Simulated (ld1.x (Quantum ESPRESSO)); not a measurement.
Which change was made? (S, TM)

* Element: S (Z = 16)
* Generator: ld1.x (Quantum ESPRESSO) 7.5
* Type: norm-conserving Troullier–Martins (Kleinman–Bylander form)
* Functional: BLYP
* Relativity: scalar-relativistic
* Frozen core: [Ne]
* Valence charge: 6
* Reference configuration: 3s1.75 3p4.25
* Partial waves: 3p (bound): rc 1.55 bohr; 3d channel at -0.15 Ry: rc 1.40 bohr; 3s (bound): rc 1.10 bohr
* Local potential: the s channel
* Core correction: a·sin(br)/r model core inside 1.05 bohr

Cutoffs, loose and tight: the cutoffs (Ry, on a coarse ladder) from which the occupation-weighted sum of valence levels, in a spherical-Bessel basis at the reference potential, stays within 10 and 1 mRy of its value at 400 Ry. They do not see the model core or the augmentation charge, which bear on the density cutoff. Test errors are all-electron minus pseudo excitation energies from the reference, over the configurations 3s2 3p4; 3s2 3p3; 3s2 3p2; 3s2 3p0; 3s0 3p6; 3s2 3p4.3; 3s1 3p5; variants that change the core or the reference have their own tests.

The base gives: outcome: generated; cutoff, loose: 60 Ry; cutoff, tight: 140 Ry; bound ghosts: none; largest test error (meV): +289.

**Question.** After one change the result is: outcome: generated; cutoff, loose: 110 Ry; cutoff, tight: over 300 Ry; bound ghosts: none; largest test error (meV): +467. Which change was it?
A. all radii but the core radius scaled by about 1.09 (s 1.20, p 1.68, d 1.52 bohr)
B. all radii but the core radius scaled by about 1.21 (s 1.34, p 1.88, d 1.70 bohr)
C. all radii but the core radius scaled by about 0.74 (s 0.80, p 1.14, d 1.04 bohr)
D. all radii but the core radius scaled by about 0.92 (s 1.02, p 1.42, d 1.28 bohr)
E. all radii but the core radius scaled by about 0.84 (s 0.92, p 1.30, d 1.18 bohr)

**Answer.** E. The others give: all radii but the core radius scaled by about 0.92 (s 1.02, p 1.42, d 1.28 bohr) → outcome: generated; cutoff, loose: 80 Ry; cutoff, tight: 200 Ry; bound ghosts: none; largest test error (meV): +333 | all radii but the core radius scaled by about 1.09 (s 1.20, p 1.68, d 1.52 bohr) → outcome: generated; cutoff, loose: 45 Ry; cutoff, tight: 100 Ry; bound ghosts: none; largest test error (meV): +258 | all radii but the core radius scaled by about 1.21 (s 1.34, p 1.88, d 1.70 bohr) → outcome: generated; cutoff, loose: 35 Ry; cutoff, tight: 60 Ry; bound ghosts: none; largest test error (meV): +216 | all radii but the core radius scaled by about 0.74 (s 0.80, p 1.14, d 1.04 bohr) → outcome: generated; cutoff, loose: over 300 Ry; cutoff, tight: over 300 Ry; bound ghosts: s (extra level of the local part); largest test error (meV): +1000.
